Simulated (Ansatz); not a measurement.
`CN[SiH2]CN` → `CNCN` + `[SiH2]`  (silylene formation by 1,1-elimination)

Calculated with Ansatz (gas phase, PBE0-D4/def2-TZVP geometries, no zero-point term in ΔE). CCSD(T)/CBS adds triple-zeta CCSD(T) − MP2 to the extrapolated MP2 energy (def2 sets, frozen cores). This one scheme is used for every species. Functionals use def2-TZVPP. B3LYP here is the variant with VWN-RPA as its local correlation; programs differ in this. One conformer a species, not always the lowest.

```
             level  ΔE (eV)  difference from CCSD(T)/CBS
            PBE-D4     3.20                        -0.05
           PBE0-D4     3.31                         0.06
           ωB97X-V     3.32                         0.07
            B2PLYP     3.18                        -0.07
               PBE     3.10                        -0.15
            r2SCAN     3.39                         0.14
              PBE0     3.22                        -0.03
             B3LYP     3.03                        -0.22
SCS-MP2/def2-TZVPP     3.25                         0.00
CCSD(T)/def2-TZVPP     3.14                        -0.11
     HF/def2-QZVPP     3.03                        -0.22
    MP2/def2-QZVPP     3.47                         0.22
SCS-MP2/def2-QZVPP     3.33                         0.08
      HF/CBS(def2)     3.03                        -0.22
     MP2/CBS(def2)     3.51                         0.26
    CCSD/CBS(def2)     3.22                        -0.03
       CCSD(T)/CBS     3.25                            0
```

Largest T1 diagnostic among the species: 0.014.

In def2-TZVPP, CCSD(T) changes the Hartree–Fock value by +0.13 eV (the triples alone add +0.04 eV) and MP2 by +0.38 eV. From PBE to PBE0 (25 % exact exchange), in def2-TZVPP and without D4, ΔE moves by +0.12 eV.
